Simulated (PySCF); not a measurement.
# Bond length, frequency and bond energy of BiP by level of theory

State: ¹Σ⁺ (singlet), closed shell. Set-up: PySCF, scalar-relativistic core potentials, basis sets Bi def2-TZVPP with ECP60, P def2-TZVPP. De refers to Bi + P in their high-spin ground configurations, without counterpoise correction. A positive dipole means Bi(−)P(+).

```
      Level  Re (Å)  ωe (cm⁻¹)  De (eV)  μ (D)
        RHF   2.226        543   -0.307  -2.28
    RHF-MP2   2.326        403     3.19    n/a
RHF-SCS-MP2   2.322        411     3.15    n/a
   RHF-CCSD   2.276        478     2.44    n/a
RHF-CCSD(T)   2.303        446     2.94    n/a
        PBE   2.294        458     3.60  -2.07
     PBEsol   2.280        467     3.88  -1.98
       BLYP   2.316        439     3.67  -1.96
       TPSS   2.286        464     3.41  -2.15
     r²SCAN   2.274        478     3.02  -2.12
       PBE0   2.260        493     3.03  -2.15
      B97-3   2.269        485     3.39  -2.32
    ωB97M-V   2.236        521     3.03  -1.97
```

(1) Which functional lies closest to RHF-CCSD(T) in De, which farthest, and by how much do they differ from it?

(2) What does a quarter of exact exchange do here, going from PBE to PBE0?

(3) What does the triples do here, going from RHF-CCSD to RHF-CCSD(T)?

Correlated steps freeze 9 core orbitals. These are scalar-relativistic numbers at best; spin–orbit coupling would shift them, the dissociation energy most. Where the molecule has an RHF reference, its open-shell atoms are computed with UHF. A negative De means that the minimum lies above the separated atoms at that level.

The whole job (state search and all levels along the bond) took about 15 min on 1 thread of Arm Neoverse N1 (shared host), peak memory 2.5 GiB.

Answers

(1) Closest is r²SCAN (-2.9 pm in Re, +7.2 % in ωe, +0.08 eV in De against RHF-CCSD(T) in the same basis), farthest PBEsol (-2.3 pm in Re, +4.7 % in ωe, +0.94 eV in De). CCSD(T) converges more slowly with the basis than the functionals do and binds too weakly in this one, so the order can change at the basis-set limit.

(2) PBE0 less PBE: -3.4 pm in Re, +7.6 % in ωe, -0.57 eV in De. Exact exchange removes part of the self-interaction that spreads semilocal densities, and in most molecules shortens and stiffens the bond and lowers De; so it does here.

(3) RHF-CCSD(T) less RHF-CCSD: +2.7 pm in Re, -6.7 % in ωe, +0.50 eV in De. Correlation nearly always deepens the well. The bond lengthens, as in strong covalent bonds, where excitations into antibonding orbitals dominate.
